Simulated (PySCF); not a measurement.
The same groups moved round the core (benzothiophene boryl+vinyl). Gas-phase values, no solvent. One relaxed conformer stands for each flexible species; it need not be the lowest. Strings in code marks are SMILES.

Quantity: electronic energy of isomers of C10H9BS relative to `Bc1cc2ccc(C=C)cc2s1`, in eV.

Level 1: B3LYP/3-21G // B3LYP-D3(BJ)/def2-SVP (PySCF)
Level 2: B3LYP/LANL2DZ // B3LYP-D3(BJ)/def2-SVP (PySCF)
Level 3: PBE/6-31G* // B3LYP-D3(BJ)/def2-SVP (PySCF)
Level 4: SVWN5/6-31G* // B3LYP-D3(BJ)/def2-SVP (PySCF)

```tsv
species	level 2	level 3	level 4
`Bc1cc(C=C)cc2ccsc12`	0.250	0.248	0.219
`Bc1cc2ccsc2cc1C=C`	0.416	0.362	0.316
`Bc1ccc(C=C)c2ccsc12`	0.264	0.238	0.187
`Bc1cc2cc(C=C)ccc2s1`	0.019	0.023	0.024
`Bc1cc(C=C)c2ccsc2c1`	0.266	0.258	0.236
`Bc1cc2cccc(C=C)c2s1`	0.056	0.044	0.026
`Bc1c(C=C)ccc2ccsc12`	0.45	0.367	0.287
`Bc1cc2sccc2cc1C=C`	0.412	0.355	0.308
```

**Question.** What does level 1 give for each, and how far do the other levels lie from it on average?

**Answer.** 
- `Bc1cc(C=C)cc2ccsc12`: 0.292
- `Bc1cc2ccsc2cc1C=C`: 0.411
- `Bc1ccc(C=C)c2ccsc12`: 0.289
- `Bc1cc2cc(C=C)ccc2s1`: 0.026
- `Bc1cc(C=C)c2ccsc2c1`: 0.294
- `Bc1cc2cccc(C=C)c2s1`: 0.024
- `Bc1c(C=C)ccc2ccsc12`: 0.421
- `Bc1cc2sccc2cc1C=C`: 0.407
Mean absolute difference from level 1, which has limits of its own, over these rows (drawn at random from the members that have all these levels): level 2 0.021 eV, level 3 0.039 eV, level 4 0.071 eV.
